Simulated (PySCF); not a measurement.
## Rh: ionisation energy

Rh [Kr] 4d8 5s1 (4F) → Rh⁺ [Kr] 4d8 (3F), as a difference of total energies. Calculation: PySCF 2.14, in def2-TZVP with the def2 core potential (28 electrons); a scalar-relativistic core potential. Correlated levels: valence: 4s2 4p6 frozen. The calculations carry no spin-orbit coupling.

```
           method  ionisation energy (eV)  error (eV)
              UHF                   6.309      -1.170
           r2SCAN                   7.796      +0.317
            M06-L                   7.271      -0.208
    MP2 (valence)                   6.953      -0.526
SCS-MP2 (valence)                   6.793      -0.686
```

Reference: 7.479 eV (measured; NIST levels, between the centres of gravity of the two terms).

Errors of the correlated levels include the incompleteness of this basis and the frozen core.
